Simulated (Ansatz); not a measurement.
# Abstraction of Cl: NbCl5 + C2H5Si → NbCl4 + C2H5ClSi

Species: NbCl5 `[Cl][Nb]([Cl])([Cl])([Cl])[Cl]`, singlet; C2H5Si `C=C[SiH2]`, doublet; NbCl4 `[Cl][Nb]([Cl])([Cl])[Cl]`, doublet; C2H5ClSi `C=C[SiH2]Cl`, singlet. A radical takes Cl: the energy is the difference in strength between the Nb–Cl bond broken and the Si–Cl bond made.

Shapes, held fixed at every level: PBE0-D4/def2-TZVP. Flexible molecules stand in one conformer, not always the lowest. Programs: Ansatz 0.2.0. The zero-point and thermal change to 298 K, harmonic and unscaled (PBE0-D4/def2-TZVP), is +5.1 kJ/mol.

```
                level                    kind  ΔH(298 K) (kJ/mol)
          HF/def2-SVP            Hartree–Fock              -265.4
        HF/def2-TZVPP            Hartree–Fock              -273.2
  BHLYP-D4/def2-TZVPP           global hybrid              -212.3
   PBE0-D4/def2-TZVPP           global hybrid              -164.1
r2SCAN0-D4/def2-TZVPP           global hybrid              -168.9
   wB97M-V/def2-TZVPP  range-separated hybrid              -195.3
   wB97X-V/def2-TZVPP  range-separated hybrid              -198.1
    B2PLYP/def2-TZVPP           double hybrid              -161.6
```

B2PLYP/def2-TZVPP gives ΔH(298 K) = -161.6 kJ/mol; the levels span -273.2 to -161.6. The median of the levels is -196.7. No measured value is set beside it here. Spin contamination: C2H5Si (⟨S²⟩ up to 0.90). Open shells run unrestricted. For atoms past krypton def2 sets carry core potentials with scalar relativity. Outer-core shells of Nb are correlated, in sets that cover them unevenly.
